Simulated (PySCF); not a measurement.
# Calculated NMR data

No solvent model, rapidly exchanging positions averaged, one computed conformer, non-relativistic Hamiltonian. NMR shieldings at PBE0/pcSseg-1/GIAO; geometry: GFN2-xTB; PySCF 2.14.0 with density-fitted response routines.

Scale: $^{1}$H (σref 31.72), $^{13}$C (σref 186.93) against TMS (reference shieldings calculated alike). Splittings of carbon signals by F and P are missing where no couplings were computed. Where no couplings were computed, multiplicities follow the n + 1 count of equivalent neighbours, and m marks all less simple cases (inequivalent or close neighbours, rings, F or P nearby). Shifts are as computed. Against solution values, carbons near 30 ppm lie about +3 ppm off and those near 130 ppm about +5 ppm. Of 1211 compounds with measured shifts, 218 miss one by over three times the rms of a fit or turn the order of signals round; such compounds aren't used in these exercises. OH and NH positions are gas-phase values without hydrogen bonding to other molecules.

Compound 1 (C$_{5}$H$_{12}$O$_{2}$Si$_{2}$). $^{1}$H NMR (400 MHz, computed): δ 6.92 (m, 1H), 6.10 (m, 1H), 6.02 (m, 1H), 4.91 (m, 1H), 4.54 (m, 1H), 3.33 (s, 3H), 2.02 (br s, 1H), 1.91 (s, 3H). $^{13}$C{$^{1}$H} NMR (computed): δ 151.8, 151.0, 134.5, 100.3, 25.1. Structure: SMILES C([Si@@](OC=C)(O)[SiH3])(=C)C.

Compound 2 (C$_{3}$H$_{7}$FSi). $^{1}$H NMR (400 MHz, computed): δ 5.30 (m, 1H), 3.45 (m, 1H), 1.01 (m, 1H), 0.98 (m, 1H), 0.15 (d, 3H). $^{13}$C{$^{1}$H} NMR (computed): δ 79.4, 7.6, -8.0. Structure: SMILES C[Si@@H]1C[C@H]1F.
